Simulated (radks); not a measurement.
Spherical quantum dot in the effective-mass picture: electrons in a hard-walled sphere of radius 2.7, with a point charge +1 (a donor) at the centre, all in effective atomic units (hartree* = m*/eps^2 hartree, bohr* = eps/m* bohr), one dielectric constant everywhere. Calculated with a radial shooting solver with Libxc functionals: non-relativistic Kohn-Sham, PBEsol, spin-polarised, spherical densities. Levels are named by radial order and angular momentum (1s, 1p, 1d, 2s, ...), and open shells are averaged over m. Results are scaled to m* = 0.094 and eps = 8.9, for which hartree* = 32.29 meV and bohr* = 5.01 nm. Each electron was tried in the lowest free levels, single moves between levels near the top were tried too, and the lowest total energy was kept; such a search can miss a lower state. At N = 1 the Hartree and exchange-correlation terms need not cancel, so that row can carry a self-interaction error.

\begin{tabular}{lrrrrrrr}
N & open shells & 2S & E (meV) & mu = E(N) - E(N-1) (meV) & addition energy mu(N+1) - mu(N) (meV) & e(HOMO) (meV) & rms radius (nm) \\ \hline
1 & 1s(up 1, down 0) & 1 & -11.5538 & -11.554 & 24.40 & -1.9076 & 5.969 \\
2 & none & 0 & 1.29685 & 12.851 & 44.82 & 21.575 & 6.434 \\
3 & 1p(up 1, down 0) & 1 & 58.9704 & 57.674 & 15.20 & 65.105 & 7.228 \\
4 & 1p(up 2, down 0) & 2 & 131.843 & 72.873 & 15.76 & 80.713 & 7.634 \\
5 & 1p(up 3, down 0) & 3 & 220.474 & 88.631 & 20.59 & 96.566 & 7.897 \\
6 & 1p(up 3, down 1) & 2 & 329.694 & 109.22 & 14.77 & 116.48 & 8.101 \\
7 & 1p(up 3, down 2) & 1 & 453.686 & 123.99 & 15.25 & 131.58 & 8.258 \\
8 & none & 0 & 592.928 & 139.24 & 40.87 & 146.93 & 8.387 \\
9 & 1d(up 1, down 0) & 1 & 773.039 & 180.11 & 14.64 & 187.41 & 8.549 \\
10 & 1d(up 2, down 0) & 2 & 967.792 & 194.75 & 14.75 & 202.12 & 8.681 \\
11 & 1d(up 3, down 0) & 3 & 1177.29 & 209.50 & 14.80 & 216.89 & 8.792 \\
12 & 1d(up 4, down 0) & 4 & 1401.59 & 224.30 & 14.83 & 231.71 & 8.888 \\
13 & 1d(up 5, down 0) & 5 & 1640.72 & 239.13 & 19.10 & 246.55 & 8.973 \\
14 & 1d(up 5, down 1) & 4 & 1898.95 & 258.23 & 14.38 & 265.40 & 9.049 \\
15 & 1d(up 5, down 2) & 3 & 2171.57 & 272.62 & 14.49 & 279.85 & 9.118 \\
16 & 1d(up 5, down 3) & 2 & 2458.67 & 287.11 & 14.55 & 294.37 & 9.180 \\
17 & 1d(up 5, down 4) & 1 & 2760.33 & 301.66 & 14.59 & 308.95 & 9.237 \\
18 & none & 0 & 3076.57 & 316.24 & 30.62 & 323.55 & 9.289 \\
19 & 2s(up 1, down 0) & 1 & 3423.44 & 346.86 & 24.33 & 356.63 & 9.258 \\
20 & none & 0 & 3794.63 & 371.19 & 19.72 & 380.86 & 9.219 \\
21 & 1f(up 1, down 0) & 1 & 4185.54 & 390.91 & 14.24 & 398.02 & 9.279 \\
22 & 1f(up 2, down 0) & 2 & 4590.68 & 405.15 & 14.26 & 412.27 & 9.333 \\
23 & 1f(up 3, down 0) & 3 & 5010.09 & 419.40 & 14.19 & 427.03 & 9.384 \\
24 & 2s(up 1, down 0) 1f(up 5, down 0) & 6 & 5443.68 & 433.59 & 13.34 & 439.78 & 9.514 \\
25 & 2s(up 1, down 0) 1f(up 6, down 0) & 7 & 5890.62 & 446.94 & 14.31 & 454.09 & 9.556 \\
26 & 2s(up 1, down 0) 1f(up 7, down 0) & 8 & 6351.86 & 461.24 & 17.36 & 468.40 & 9.594 \\
27 & 1f(up 7, down 0) & 7 & 6830.46 & 478.60 & 16.05 & 488.26 & 9.556 \\
28 & 1f(up 7, down 1) & 6 & 7325.11 & 494.65 & 13.16 & 503.32 & 9.593 \\
29 & 2s(up 1, down 0) 1f(up 7, down 3) & 5 & 7832.93 & 507.82 & 14.10 & 514.85 & 9.699 \\
30 & 2s(up 1, down 0) 1f(up 7, down 4) & 4 & 8354.85 & 521.92 & 14.14 & 528.98 & 9.731 \\
31 & 2s(up 1, down 0) 1f(up 7, down 5) & 3 & 8890.90 & 536.06 & 14.15 & 543.13 & 9.761 \\
32 & 2s(up 1, down 0) 1f(up 7, down 6) & 2 & 9441.11 & 550.21 & 14.16 & 557.29 & 9.789 \\
33 & 2s(up 1, down 0) & 1 & 10005.5 & 564.37 & 19.53 & 571.45 & 9.816 \\
34 & none & 0 & 10589.4 & 583.90 & 43.37 & 593.56 & 9.780 \\
35 & 1g(up 1, down 0) & 1 & 11216.6 & 627.27 & 13.95 & 634.24 & 9.811 \\
36 & 1g(up 2, down 0) & 2 & 11857.9 & 641.22 & 13.96 & 648.20 & 9.841 \\
37 & 1g(up 3, down 0) & 3 & 12513.1 & 655.18 & 13.97 & 662.17 & 9.869 \\
38 & 1g(up 4, down 0) & 4 & 13182.2 & 669.15 & 13.97 & 676.14 & 9.896 \\
39 & 1g(up 5, down 0) & 5 & 13865.3 & 683.12 & 13.97 & 690.11 & 9.922 \\
40 & 1g(up 6, down 0) & 6 & 14562.4 & 697.10 & 13.97 & 704.08 & 9.946 \\
41 & 1g(up 7, down 0) & 7 & 15273.5 & 711.07 & - & 718.06 & 9.970 \\
\end{tabular}

All shells are closed at N = 2, 8, 18, 20, 34 (there: 1s2 1p6 1d10 2s2 1f14); the second difference of the energy has clear peaks (12 % above both neighbours; the first and last values, which can be the largest, are not judged, and half-filled shells can peak too) at N = 2, 5, 8, 13, 18, 34.
